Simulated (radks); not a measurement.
Values are calculated unless marked as measured or tabulated.
Task: Coherent X-ray form factor from a spherical all-electron density. Level of theory: non-relativistic Kohn-Sham, TPSS, spin-polarised, spherical densities, point nucleus; meta-GGA in the generalised Kohn-Sham scheme (a radial shooting solver on a logarithmic mesh with Libxc functionals).

sin(theta)/lambda (1/angstrom)  f0 (electrons)
0.05                                    16.772
0.1                                     16.125
0.15                                    15.154
0.2                                     13.992
0.25                                    12.770
0.3                                     11.596
0.4                                      9.639
0.5                                      8.288
0.6                                      7.393
0.8                                      6.198
1                                        5.167
1.25                                     3.968
1.5                                      3.008
2                                        1.894

The species is in the configuration that NIST lists as its ground one. Which atom or ion scatters so?

Result: The calcium ion Ca3+, [Ne] 3s2 3p5. Extrapolating in s^2 from the first two rows gives f0(0) = 17.0, near the electron count 17; among species with that count, the fall with angle is slower the higher Z, and the table is that of Z = 20; from so few rows the species is fixed only to a neighbour or two.
